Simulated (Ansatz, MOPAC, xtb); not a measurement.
The molecule BH+, multiplicity 2 (lowest of 2S+1 = 2, 4 at CCSD(T)/def2-TZVPP on PBE0 minima; our sources give no spin for the ground state, which may be another).

The constants come from a fifth-degree fit in 1/R (seven points, main isotopes). Runs in def2 and cc sets follow the lowest solution found near the PBE0 minimum.

Run with Ansatz (an electronic-structure program); MOPAC for AM1, PM6 (differences of heats of formation); xtb for the GFN methods. Values without a source in brackets are computed. The GFN methods have no spin term and hold the electronic entropy of 300 K.

```
level                                  r_e (Å)  ω_e (cm⁻¹)  α_e (cm⁻¹)  B_e (cm⁻¹)
-------------------------------------  -------  ----------  ----------  ----------
AM1                                      1.259        2373        0.55        11.5
PM6                                      1.180        2643        0.33        13.1
GFN1-xTB                                 1.214        2206        0.63        12.4
GFN2-xTB                                 1.194        2372        0.76        12.8
SVWN5/def2-TZVPP                         1.229        2399        0.44        12.1
PBE/def2-TZVPP                           1.218        2449        0.45        12.3
r2SCAN/def2-TZVPP                        1.206        2536        0.44        12.6
B97M-V/def2-TZVPP                        1.201        2516        0.48        12.7
B3LYP/def2-TZVPP                         1.204        2534        0.45        12.6
PBE0/def2-TZVPP                          1.208        2531        0.44        12.5
BHLYP/def2-TZVPP                         1.194        2614        0.44        12.8
CAM-B3LYP/def2-TZVPP                     1.204        2545        0.44        12.6
wB97X-V/def2-TZVPP                       1.209        2542        0.42        12.5
wB97M-V/def2-TZVPP                       1.202        2528        0.47        12.6
B2PLYP/def2-TZVPP                        1.199        2582        0.44        12.7
CCSD/aug-cc-pVTZ                         1.206        2518        0.47        12.6
CCSD/def2-TZVPP                          1.205        2530        0.47        12.6
CCSD/aug-cc-pVQZ                         1.204        2531        0.47        12.6
CCSD/def2-QZVPP                          1.203        2531        0.47        12.6
CCSD/aug-cc-pV5Z                         1.203        2533        0.47        12.6
CCSD(T)/aug-cc-pVTZ                      1.207        2510        0.47        12.5
CCSD(T)/def2-TZVPP                       1.206        2522        0.47        12.6
CCSD(T)/aug-cc-pVQZ                      1.205        2522        0.47        12.6
CCSD(T)/def2-QZVPP                       1.205        2522        0.47        12.6
CCSD(T)/aug-cc-pV5Z                      1.204        2524        0.47        12.6
CCSD(T)/CBS(def2-TZVPP, def2-QZVPP)      1.204        2524        0.47        12.6
CCSD(T)/CBS(aug-cc-pVQZ, aug-cc-pV5Z)    1.204        2526        0.47        12.6
```

Correlated levels freeze the cores. CBS: X⁻³ extrapolation of the correlation energy, Hartree–Fock from the larger set. The state that AM1, PM6 reach isn't checked.
